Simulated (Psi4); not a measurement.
Computed with SAPT0/jun-cc-pVDZ, frozen core run with Psi4 1.11.

Psi4 input:

```
molecule {
0 1
C -0.61110138 -0.24156041 0.08260933
C 0.61112282 0.24155935 -0.08259547
H -1.41498872 -0.00468181 -0.60381530
H -0.85866599 -0.89395552 0.91122695
H 0.85861143 0.89394601 -0.91124324
H 1.41502183 0.00469239 0.60381774
--
0 1
F -2.25154532 3.21870877 1.42089840
C -1.01558093 2.87357406 1.80758328
F -0.18864426 3.89612712 1.54939030
F -1.02763315 2.65951963 3.13055339
H -0.68850747 1.97702113 1.28049418
units angstrom
symmetry c1
no_reorient
no_com
}
set basis jun-cc-pvdz
set scf_type df
set freeze_core true
energy('sapt0')
```

Part of the output:

```
    SAPT Results
  --------------------------------------------------------------------------------------------------------
    Electrostatics                 -6.62401645 [mEh]      -4.15663308 [kcal/mol]     -17.39135279 [kJ/mol]
      Elst10,r                     -6.62401645 [mEh]      -4.15663308 [kcal/mol]     -17.39135279 [kJ/mol]

    Exchange                        9.55231948 [mEh]       5.99417097 [kcal/mol]      25.07961133 [kJ/mol]
      Exch10                        9.55231948 [mEh]       5.99417097 [kcal/mol]      25.07961133 [kJ/mol]
      Exch10(S^2)                   9.46948130 [mEh]       5.94218923 [kcal/mol]      24.86211973 [kJ/mol]

    Induction                      -2.04804729 [mEh]      -1.28516908 [kcal/mol]      -5.37714741 [kJ/mol]
      Ind20,r                      -4.05528215 [mEh]      -2.54472797 [kcal/mol]     -10.64714181 [kJ/mol]
      Exch-Ind20,r                  3.18608043 [mEh]       1.99929565 [kcal/mol]       8.36505301 [kJ/mol]
      delta HF,r (2)               -1.17884557 [mEh]      -0.73973676 [kcal/mol]      -3.09505862 [kJ/mol]

    Dispersion                     -2.70272360 [mEh]      -1.69598466 [kcal/mol]      -7.09599983 [kJ/mol]
      Disp20                       -3.21394198 [mEh]      -2.01677904 [kcal/mol]      -8.43820351 [kJ/mol]
      Exch-Disp20                   0.51121838 [mEh]       0.32079438 [kcal/mol]       1.34220368 [kJ/mol]
      Disp20 (SS)                  -1.60697099 [mEh]      -1.00838952 [kcal/mol]      -4.21910175 [kJ/mol]
      Disp20 (OS)                  -1.60697099 [mEh]      -1.00838952 [kcal/mol]      -4.21910175 [kJ/mol]
      Exch-Disp20 (SS)              0.31588507 [mEh]       0.19822088 [kcal/mol]       0.82935614 [kJ/mol]
      Exch-Disp20 (OS)              0.19533331 [mEh]       0.12257350 [kcal/mol]       0.51284754 [kJ/mol]

  Total HF                          0.88025574 [mEh]       0.55236881 [kcal/mol]       2.31111112 [kJ/mol]
  Total SAPT0                      -1.82246786 [mEh]      -1.14361585 [kcal/mol]      -4.78488871 [kJ/mol]
```
